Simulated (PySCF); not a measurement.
C₆H₆, triplet, at a GFN2-xTB geometry (a higher spin typed on purpose: for a closed-shell molecule this is an excited state); DF-WB97X-V/STO-3G (PySCF).

Here is a job for PySCF.
```python
from pyscf import gto, scf, dft

mol = gto.M(
    atom='''
C    -0.845064    1.128461    0.221760
C    -1.394435   -0.068655   -0.098301
C    -0.570978   -1.207004   -0.305740
C     0.829934   -1.123519   -0.087972
C     1.406820    0.060549    0.232216
C     0.602789    1.271940    0.086850
H    -1.448886    1.980967    0.492367
H    -2.468193   -0.198361   -0.087940
H    -1.030583   -2.177164   -0.408133
H     1.408860   -2.036978   -0.069937
H     2.446947    0.133443    0.510457
H     0.917452    1.927467   -0.729696
''',
    basis='sto-3g',
    charge=0,
    spin=2,
    verbose=4,
)

mf = dft.UKS(mol)
mf.xc = 'wb97x_v'
mf = mf.density_fit(auxbasis='def2-universal-jkfit')
mf.kernel()
```

What the program printed (banner, timings and long lists left out):

```
PySCF version 2.14.0

[INPUT] verbose = 4
[INPUT] num. atoms = 12
[INPUT] num. electrons = 42
[INPUT] charge = 0
[INPUT] spin (= nelec alpha-beta = 2S) = 2
[INPUT] symmetry False subgroup None
[INPUT] Mole.unit = angstrom
[INPUT] Symbol           X                Y                Z      unit          X                Y                Z       unit  Magmom
[INPUT]  1 C     -0.845064000000   1.128461000000   0.221760000000 AA   -1.596939517729   2.132482232253   0.419065665384 Bohr   0.0
[INPUT]  2 C     -1.394435000000  -0.068655000000  -0.098301000000 AA   -2.635100248508  -0.129739147082  -0.185761967771 Bohr   0.0
[INPUT]  3 C     -0.570978000000  -1.207004000000  -0.305740000000 AA   -1.078992043152  -2.280906991255  -0.577764865325 Bohr   0.0
[INPUT]  4 C      0.829934000000  -1.123519000000  -0.087972000000 AA    1.568347961465  -2.123143205745  -0.166242986630 Bohr   0.0
[INPUT]  5 C      1.406820000000   0.060549000000   0.232216000000 AA    2.658504506561   0.114421027116   0.438824641742 Bohr   0.0
[INPUT]  6 C      0.602789000000   1.271940000000   0.086850000000 AA    1.139106120900   2.403618246879   0.164122713918 Bohr   0.0
[INPUT]  7 H     -1.448886000000   1.980967000000   0.492367000000 AA   -2.737997725717   3.743485091801   0.930438782774 Bohr   0.0
[INPUT]  8 H     -2.468193000000  -0.198361000000  -0.087940000000 AA   -4.664208792569  -0.374847963795  -0.166182515394 Bohr   0.0
[INPUT]  9 H     -1.030583000000  -2.177164000000  -0.408133000000 AA   -1.947519618633  -4.114243688263  -0.771259592397 Bohr   0.0
[INPUT] 10 H      1.408860000000  -2.036978000000  -0.069937000000 AA    2.662359547855  -3.849330541764  -0.132161775974 Bohr   0.0
[INPUT] 11 H      2.446947000000   0.133443000000   0.510457000000 AA    4.624059671326   0.252170723240   0.964623928367 Bohr   0.0
[INPUT] 12 H      0.917452000000   1.927467000000  -0.729696000000 AA    1.733733012434   3.642384744137  -1.378925594191 Bohr   0.0

nuclear repulsion = 202.314395076818
number of shells = 24
number of NR pGTOs = 108
number of NR cGTOs = 36
basis = sto-3g
ecp = {}

******** <class 'pyscf.df.df_jk.DFUKS'> ********
method = DFUKS
initial guess = minao
damping factor = 0
level_shift factor = 0
DIIS = <class 'pyscf.scf.diis.CDIIS'>
diis_start_cycle = 1
diis_space = 8
diis_damp = 0
SCF conv_tol = 1e-09
SCF conv_tol_grad = None
SCF max_cycles = 50
direct_scf = False
number electrons alpha = 22  beta = 20
XC library pyscf.dft.libxc version 7.1.2
    S. Lehtola, C. Steigemann, M. J. T. Oliveira, and M. A. L. Marques,  SoftwareX 7, 1–5 (2018)
XC functionals = wb97x_v
    N. Mardirossian and M. Head-Gordon,  Phys. Chem. Chem. Phys. 16, 9904–9924 (2014)
radial grids:
    Treutler-Ahlrichs [JCP 102, 346 (1995); DOI:10.1063/1.469408] (M4) radial grids

becke partition: Becke, JCP 88, 2547 (1988); DOI:10.1063/1.454033
pruning grids: <function nwchem_prune>
grids dens level: 3
symmetrized grids: False
atomic radii adjust function: <function treutler_atomic_radii_adjust>
** Following is NLC and NLC Grids **
NLC functional = wb97x_v
radial grids:
    Treutler-Ahlrichs [JCP 102, 346 (1995); DOI:10.1063/1.469408] (M4) radial grids

becke partition: Becke, JCP 88, 2547 (1988); DOI:10.1063/1.454033
pruning grids: <function nwchem_prune>
grids dens level: 3
symmetrized grids: False
atomic radii adjust function: <function treutler_atomic_radii_adjust>
small_rho_cutoff = 0
Set gradient conv threshold to 3.16228e-05
tot grids = 143560
tot grids = 143560
******** <class 'pyscf.df.df.DF'> ********
auxbasis = def2-universal-jkfit
Create RSH-DF object <pyscf.df.df.DF object> for omega=0.3
******** <class 'pyscf.df.df.DF'> ********
auxbasis = auxmol.basis = def2-universal-jkfit
init E= -230.628173398333

cycle= 1 E= -229.188532855402  delta_E= 1.44  |g|= 0.131  |ddm|= 3.44
cycle= 2 E= -229.211533553024  delta_E= -0.023  |g|= 0.0438  |ddm|= 0.297
cycle= 3 E= -229.215544733946  delta_E= -0.00401  |g|= 0.0189  |ddm|= 0.125
cycle= 4 E= -229.216423120658  delta_E= -0.000878  |g|= 0.0105  |ddm|= 0.051
cycle= 5 E= -229.216847016606  delta_E= -0.000424  |g|= 0.00521  |ddm|= 0.0478
cycle= 6 E= -229.216945822259  delta_E= -9.88e-05  |g|= 0.00301  |ddm|= 0.0223
cycle= 7 E= -229.216985041697  delta_E= -3.92e-05  |g|= 0.00177  |ddm|= 0.0155
cycle= 8 E= -229.216999257187  delta_E= -1.42e-05  |g|= 0.000829  |ddm|= 0.0102
cycle= 9 E= -229.217003090425  delta_E= -3.83e-06  |g|= 0.00032  |ddm|= 0.0062
cycle= 10 E= -229.217003679366  delta_E= -5.89e-07  |g|= 0.000113  |ddm|= 0.00254
cycle= 11 E= -229.217003728375  delta_E= -4.9e-08  |g|= 2.72e-05  |ddm|= 0.000791
cycle= 12 E= -229.217003730744  delta_E= -2.37e-09  |g|= 7.22e-06  |ddm|= 0.000151
cycle= 13 E= -229.21700373086  delta_E= -1.15e-10  |g|= 2.7e-06  |ddm|= 2.46e-05
Extra cycle  E= -229.217003730869  delta_E= -9.27e-12  |g|= 1.34e-06  |ddm|= 6.14e-06
converged SCF energy = -229.217003730869  <S^2> = 2.0562282  2S+1 = 3.0372541
```
